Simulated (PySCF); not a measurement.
# EPR parameters of C7H6N

C7H6N (doublet state).
Cartesian coordinates in Å at the GFN2-xTB level; atoms count from 1:
```xyz
14
C7H6N angstrom
N      3.129    0.352   -1.222
C      2.388   -0.240   -0.587
C      1.432   -0.976    0.213
C      0.124   -0.272    0.144
C     -0.311    0.763    1.019
C     -1.547    1.162    0.605
C     -1.911    0.371   -0.565
C     -0.888   -0.488   -0.833
H      1.358   -1.988   -0.196
H      1.807   -1.015    1.240
H      0.251    1.144    1.850
H     -2.165    1.923    1.041
H     -2.835    0.470   -1.103
H     -0.833   -1.207   -1.628
```

The hyperfine couplings belong to this conformer and change with its torsions.

As a line formula: `N#CC[C]1C=CC=C1` [radical].

The calculation used UKS B3LYP, pcH-1 on C H N, non-relativistic, mean-field spin-orbit, GIAO (PySCF). Geometry: GFN2-xTB, one conformer, isolated molecule. Couplings are sensitive to structure, and on GFN2-xTB geometries they can be far from those on DFT ones. Stability of the SCF solution: not tested.

```json
{
  "g1, g2, g3": "2.00206, 2.00236, 2.00302",
  "g_iso": "2.00248",
  "Form of g": "rhombic: the two nearest values differ by 31 % of g3 − g1",
  "⟨S²⟩": "0.7663 (exact 0.7500)"
}
```

Isotropic coupling and dipolar principal values T1 to T3, in MHz; ρ(0) is the spin density at the nucleus:

| atom | isotope | a_iso | T1 | T2 | T3 | Mulliken spin population | ρ(0) (bohr⁻³) |
| --- | --- | --- | --- | --- | --- | --- | --- |
| N1 | 14N | 0.5 | -1.2 | -0.6 | 1.8 | 0.01 | 0.0014 |
| C2 | 13C | 59.4 | -3.0 | -2.3 | 5.3 | 0.02 | 0.0528 |
| C3 | 13C | -17.3 | -1.7 | 0.7 | 1.0 | -0.04 | -0.0154 |
| C4 | 13C | 51.9 | -49.1 | -47.9 | 97.0 | 0.60 | 0.0462 |
| C5 | 13C | -28.2 | -11.3 | 5.5 | 5.8 | -0.13 | -0.0250 |
| C6 | 13C | 17.8 | -27.5 | -25.8 | 53.3 | 0.33 | 0.0158 |
| C7 | 13C | 17.9 | -27.6 | -25.9 | 53.4 | 0.33 | 0.0159 |
| C8 | 13C | -28.2 | -11.3 | 5.5 | 5.8 | -0.13 | -0.0251 |
| H9 | 1H | 21.5 | -3.1 | -2.9 | 6.0 | 0.01 | 0.0048 |
| H10 | 1H | 21.1 | -3.1 | -2.9 | 6.0 | 0.01 | 0.0047 |
| H11 | 1H | 3.1 | -3.8 | -0.5 | 4.4 | 0.00 | 0.0007 |
| H12 | 1H | -23.3 | -14.2 | -2.1 | 16.3 | -0.01 | -0.0052 |
| H13 | 1H | -23.3 | -14.2 | -2.1 | 16.4 | -0.01 | -0.0052 |
| H14 | 1H | 3.2 | -3.8 | -0.5 | 4.4 | 0.00 | 0.0007 |

The largest Mulliken spin populations are on C4 (+0.60), C7 (+0.33), C6 (+0.33) and C8 (-0.13). Three atoms exceed +0.15. The angles at C4 add up to 360.0°, so it is planar.

Axes: g2 points within 12° of the C3–C4 bond and g3 points within 1° of the C6–C7 bond.

Under fast tumbling the dipolar parts average out, and these isotropic splittings remain: 2 × 1H (H12/H13, I = 1/2, 3 lines) with 0.83 mT, 2 × 1H (H9/H10, I = 1/2, 3 lines) with 0.76 mT and 2 × 1H (H11/H14, I = 1/2, 3 lines) with 0.11 mT.

Class means assume fast exchange of nuclei equivalent by connectivity; if that motion is slow, each nucleus keeps its own coupling.

The 13C coupling of C2 (59.4 MHz) shows only in satellite lines or after enrichment, since that isotope makes up about 1.07 % of natural carbon.

The spin density at the nucleus, in bohr⁻³, is negative for C5/C8 (-0.0251), C3 (-0.0154) and H12/H13 (-0.0052), for instance. A restricted open-shell determinant has no negative spin density anywhere; here it arises because α and β orbitals differ (spin polarisation).
